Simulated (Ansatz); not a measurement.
Reaction (ligand exchange at a Ge–C bond): `C[O][GeH]([CH3])[SH]` + CH₃OH → `C[O][GeH]([SH])[O]C` + CH₄

Calculated with Ansatz (gas phase, PBE0-D4/def2-TZVP geometries, no zero-point term in ΔE). CBS: MP2 limit from def2 TZ/QZ plus the TZ coupled-cluster correction, frozen cores. This one scheme is used for every species. Functionals use def2-TZVPP. For Ge outer-core shells are correlated without core-valence functions, which leaves a few kJ/mol of doubt a bond. Scalar relativity is left out up to krypton. Each species was taken in one conformer, which may not be the lowest.

Q: Is it downhill or uphill in electronic energy at CCSD(T)/CBS, and by how much? (Estimate.)

A: Ansatz gave: Downhill: ΔE = -12.0 kcal/mol.

Q: What do these levels give: PBE0-D4, ωB97X-V, r2SCAN, CCSD(T)/def2-TZVPP, HF/def2-QZVPP, SCS-MP2/def2-QZVPP? (Estimate.)

A: Computed: PBE0-D4 -11.0, ωB97X-V -12.9, r2SCAN -13.0, CCSD(T)/def2-TZVPP -12.6, HF/def2-QZVPP -13.8, SCS-MP2/def2-QZVPP -13.0 kcal/mol.

Largest T1 diagnostic among the species: 0.012.

In def2-TZVPP, CCSD(T) changes the Hartree–Fock value by +1.1 kcal/mol (the triples alone add −0.3 kcal/mol) and MP2 by +1.0 kcal/mol.
